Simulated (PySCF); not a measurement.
## Ionising ZrCl

UHF-CCSD(T); PySCF, scalar-relativistic core potentials, basis sets Zr def2-TZVPPD with ECP28, Cl def2-TZVPPD. Neutral (UHF): quartet (σ ↑, δ ↑↑), Re = 2.348 Å, ωe = 387 cm⁻¹, De = 4.42 eV.

ZrCl⁺ (UHF): triplet (σ ↑, δ ↑), Re = 2.242 Å, ωe = 467 cm⁻¹, De = 4.62 eV to Zr⁺ (4d2 5s1) + Cl. The energies at the minima are -506.55596 hartree for ZrCl and -506.32204 for ZrCl⁺.

Task: Work out the adiabatic ionisation energy, without and with harmonic zero-point energies (1 hartree = 27.2114 eV, 1 eV = 8065.5 cm⁻¹), and the change of the bond length.

Result: At UHF-CCSD(T): 0.23392 hartree = 6.365 eV between the minima; the zero-point term (467.0 − 387.0)/2 cm⁻¹ = +0.005 eV makes it 6.370 eV. Re changes by -10.6 pm against the neutral. The electron leaves a δ orbital, and the shorter bond of the ion fits an antibonding orbital, or a change in how ionic the bond is.

Correlated steps freeze 5 core orbitals. Spin–orbit coupling is left out, which matters for elements this heavy, above all for dissociation energies. For an ion De counts to the pair picked by the measured ionisation energies or electron affinities, which need not be the lowest pair at this level. With d or f electrons several states lie close, and the lowest PBE0 determinant need not be the measured ground state.
